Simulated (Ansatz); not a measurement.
Al₉N₉H₂₆, a nanocrystal cut from wurtzite AlN (hydrogen-capped). Charge 0, multiplicity 1. Geometry PBE-D4/def2-SVP.

```xyz
44

N     0.577    0.778    3.087
Al   -1.067    0.256    2.187
N    -1.752    2.052    1.632
Al    0.150   -2.240    1.041
N    -0.620   -0.510    0.514
Al   -2.176   -1.035   -0.429
Al   -2.053    2.294   -0.262
N    -2.885    0.733   -1.042
N    -1.635   -1.798   -2.135
Al    1.792    1.968    2.089
Al    3.053   -0.816    1.082
N     1.915   -2.179    0.264
N     2.150    0.866    0.542
Al    0.626    0.463   -0.494
N    -0.250    2.171   -0.965
Al    1.878   -2.184   -1.691
N     1.030   -0.437   -2.101
Al   -0.483   -0.679   -3.279
H     0.376    1.168    4.020
H     1.143   -0.076    3.275
H    -2.211   -0.372    3.105
H    -2.566    2.326    2.203
H    -0.998    2.736    1.866
H     0.149   -2.175    2.663
H    -0.834   -3.323    0.341
H    -3.394   -1.750    0.314
H    -2.831    3.647   -0.601
H    -3.914    0.757   -0.979
H    -2.661    0.798   -2.060
H    -1.072   -2.656   -1.956
H    -2.456   -2.131   -2.664
H     3.087    2.385    2.930
H     0.809    3.209    1.628
H     2.861   -0.898    2.696
H     4.540   -0.814    0.475
H     2.373   -3.075    0.512
H     2.852    1.358   -0.036
H     0.316    2.956   -0.601
H    -0.274    2.268   -1.994
H     0.798   -3.300   -2.175
H     3.350   -2.198   -2.332
H     1.755    0.081   -2.626
H    -1.309    0.746   -3.365
H    -0.140   -1.367   -4.682
```

Single mean-field runs in def2-SVP, def2-TZVP are fitted with def2-universal-jkfit.

**Question.** Estimate the orbital energies around the gap (eV) in Ansatz with HF/STO-3G, PBE-D4/def2-SVP, PBE-D4/def2-TZVP, BLYP-D4/def2-TZVP, PBE0-D4/def2-SVP.

**Answer.** 
```
orbital  HF/STO-3G  PBE-D4/def2-SVP  PBE-D4/def2-TZVP  BLYP-D4/def2-TZVP  PBE0-D4/def2-SVP
 HOMO−5      -8.11            -6.79             -6.86              -6.73             -8.10
 HOMO−4      -8.09            -6.72             -6.78              -6.68             -8.01
 HOMO−3      -7.99            -6.59             -6.65              -6.55             -7.88
 HOMO−2      -7.29            -6.31             -6.40              -6.28             -7.58
 HOMO−1      -7.21            -6.16             -6.25              -6.14             -7.43
   HOMO      -7.14            -5.97             -6.05              -5.96             -7.20
   LUMO      10.02            -1.13             -1.47              -1.35             -0.33
 LUMO+1      11.00            -0.80             -1.14              -1.05             -0.01
 LUMO+2      11.60            -0.77             -1.06              -0.94              0.07
 LUMO+3      12.02            -0.67             -1.04              -0.89              0.14
 LUMO+4      12.35            -0.36             -0.64              -0.45              0.44
 LUMO+5      12.75            -0.23             -0.52              -0.38              0.58
```
